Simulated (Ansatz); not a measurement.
An input meant for Al3Ga⁻ (charge -1, doublet; atoms displaced at random, 0.03 Å in each coordinate).

```yaml
crystal:
  periodic: [false, false, false]
  atoms:
    - {symbol: Al, position_ang: [-0.387442, 0.872987, 0.062100]}
    - {symbol: Al, position_ang: [1.134024, 0.418992, 0.013507]}
    - {symbol: Al, position_ang: [0.345998, -1.032589, -0.020765]}
    - {symbol: Ga, position_ang: [-1.122768, -0.374919, 0.024511]}
basis:
  gaussian: {orbitals: STO-3G}
total_charge: -1
magnetization: {spin_polarized: true, initial_magnetization: 1}
hamiltonian: {xc: {name: wB97M-V}}
accuracy: high
output: {forces: true}
```

```sh
$ ansatz run in.yaml --threads 2 --pin off --events-out ev --progress --plain --max-ram 4352MiB
```

Shortened log:

```
Functional definition: wB97M-V
922 factors; integrals over basis functions are off by at most 4.3e-9 eV
194 factors; integrals over basis functions are off by at most 1.5e-9 eV
mean field evaluation 1: about -71026.8108 eV, gradient 3.3e2 eV
mean field evaluation 2: about -71210.9604 eV, gradient 7.8e1 eV
mean field evaluation 4: about -70913.5018 eV, gradient 3.3e2 eV
mean field evaluation 8: about -71246.8052 eV, gradient 6.6e1 eV
mean field evaluation 16: about -71288.2508 eV, gradient 5.3e-4 eV
mean field -71288.25081644 eV, -2619.7948965923 hartree, gradient 2.8e-8 eV, S^2 0.758570; 2 other end points of the search recorded, 0 dependent functions left out
reference -71288.25081907 eV, -2619.7948966889 hartree; 36, 35 occupied and 9, 10 virtual orbitals, 922 factors
Total energy: -71288.25081907 eV, -2619.7948966889 hartree
Atom 0 at    -0.387442     0.872987     0.062100 Å, force    -8.515660    44.409500     1.987811 eV/Å
Atom 1 at     1.134024     0.418992     0.013507 Å, force    37.560511    13.278651    -0.333376 eV/Å
Atom 2 at     0.345998    -1.032589    -0.020765 Å, force     6.942466   -32.677434    -1.196288 eV/Å
Atom 3 at    -1.122768    -0.374919     0.024511 Å, force   -35.987316   -25.010716    -0.458147 eV/Å
Dipole moment:     0.900960     0.302327    -0.003361 e Å
```

In this input the geometry is squeezed to about two thirds of its size. Self-consistency was reached. The result belongs to that input, not to the species as meant.

The highest occupied level of an anion often lies above zero with these methods, and sets without diffuse functions describe the outer electron poorly.
